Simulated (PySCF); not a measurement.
C₂H₄N₂OSi, SMILES N#C/N=C/O[SiH3]. The structure is a stationary point at PBE-D3(BJ)/def2-SVP. The structure was generated by enumeration; whether it is a known compound was not checked. Other conformers were not sampled.

All values below come from PBE-D3(BJ)/def2-SVP (PySCF).

Harmonic wavenumbers (cm⁻¹): 97, 131, 207, 209, 278, 536, 542, 577, 670, 672, 722, 896, 900, 917, 957, 1080, 1289, 1344, 1664, 2205, 2227, 2228, 2261, 3048. Rotational constants (GHz): 10.41, 1.349, 1.212; symmetry number 1.

Problem. Work out the zero-point energy and the ideal-gas rigid-rotor harmonic-oscillator thermochemistry at 298.15 K and 1 atm.

Solution. ZPE = ½ Σ hcν = ½ × 25657 cm⁻¹ = 36.68 kcal/mol. H − E(el) = 41.64 kcal/mol. Entropy in cal/(mol K): translation 39.72, rotation 27.34, vibration 15.35, total 82.41. G − E(el) = 17.07 kcal/mol. Cp = 25.71 cal/(mol K). Modes under 150 cm⁻¹ make the vibrational entropy uncertain.
